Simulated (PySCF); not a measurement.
**Fluorine: a sound run and one with changed settings**

Sound run: F⁺ [He] 2s2 2p4, F²⁺ [He] 2s2 2p3. Calculation: PySCF 2.14, in aug-cc-pVDZ-DK; scalar relativity by spin-free X2C-1e. The sound run starts from symmetry-adapted Hartree-Fock orbitals and uses a fine grid where one is needed.

Changed run: radial step 0.3 in ln r (0.13 in the sound run). This setting is unsound on purpose.

```csv
species,method,sound run (hartree),changed run (hartree),converged
F⁺,UHF,-98.88875,-98.88875,yes
F⁺,r2SCAN,-99.13688,-99.13656,yes
F⁺,PBE0,-99.09131,-99.09144,yes
F²⁺,UHF,-97.66362,-97.66362,yes
F²⁺,r2SCAN,-97.84741,-97.84371,yes
F²⁺,PBE0,-97.79625,-97.79651,yes
```

Ionisation energy of F⁺:

```
method  sound run (eV)  changed run (eV)
   UHF          33.337            33.337
r2SCAN          35.088            35.180
  PBE0          35.240            35.237
```

A coarse radial grid mis-integrates the density and the exchange-correlation energy, with errors of either sign; Hartree-Fock needs no grid.

For comparison, NIST gives 34.971 eV between the lowest levels.
